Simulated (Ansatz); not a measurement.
Ansatz (a program for electronic structure) input (PBE-QIDH/def2-TZVPD):

Ansatz 0.2 input:
```yaml
crystal:
  periodic: [false, false, false]
  atoms:
    - {symbol: C, position_ang: [1.93513025, -0.82143070, -0.18181276]}
    - {symbol: S, position_ang: [0.97966065, 0.54081257, 0.19778371]}
    - {symbol: B, position_ang: [-0.75915087, 0.07862847, -0.00248059]}
    - {symbol: C, position_ang: [-1.18608123, -1.36120827, -0.45347911]}
    - {symbol: C, position_ang: [-1.79446982, 1.21485394, 0.30587599]}
    - {symbol: H, position_ang: [1.50027308, -1.76126302, -0.48160661]}
    - {symbol: H, position_ang: [3.00626453, -0.71428030, -0.11224039]}
    - {symbol: H, position_ang: [-0.81755783, -2.12175087, 0.24256792]}
    - {symbol: H, position_ang: [-0.75963246, -1.61523262, -1.42935260]}
    - {symbol: H, position_ang: [-2.26950679, -1.47044029, -0.52410797]}
    - {symbol: H, position_ang: [-2.48078134, 0.88450174, 1.09390103]}
    - {symbol: H, position_ang: [-1.36238010, 2.16901270, 0.60991424]}
    - {symbol: H, position_ang: [-2.42297040, 1.39001941, -0.57471677]}
basis:
  gaussian:
    orbitals: def2-TZVPD
hamiltonian:
  xc: {name: PBE-QIDH}
magnetization: {spin_polarized: true, initial_magnetization: 1}
correlation: {electrons: outside_noble_gas}
```

End of the output:

```
integrals: 0.66 GiB planned
1812 factors; integrals over basis functions are off by at most 1.3e-3 eV
0.45 GiB of the device are held for the grids
1.57 GiB of device memory are held for the factors and their scratch space
mean field: 2.43 GiB planned
mean field evaluation 1: about -14729.5275 eV, gradient 3.3e1 eV
mean field evaluation 2: about -14729.5901 eV, gradient 3.3e1 eV
mean field evaluation 4: about -14734.9450 eV, gradient 2.6e0 eV
mean field evaluation 8: about -14735.0413 eV, gradient 2.0e-1 eV
mean field evaluation 16: about -14735.0424 eV, gradient 7.8e-4 eV
mean field -14735.04238094 eV, -541.5028197291 hartree, gradient 9.1e-6 eV, S^2 0.765854; 0 other end points of the search recorded, 0 dependent functions left out
9 core orbitals not correlated
reference -14735.04239848 eV, -541.5028203737 hartree; 15, 14 occupied and 242, 243 virtual orbitals, 1812 factors
second order -23.42024275 eV of doubles, -0.00000000 eV of singles
Total energy: -14742.84914607 eV, -541.7897130558 hartree
```

It need not be the lowest isomer of its formula.
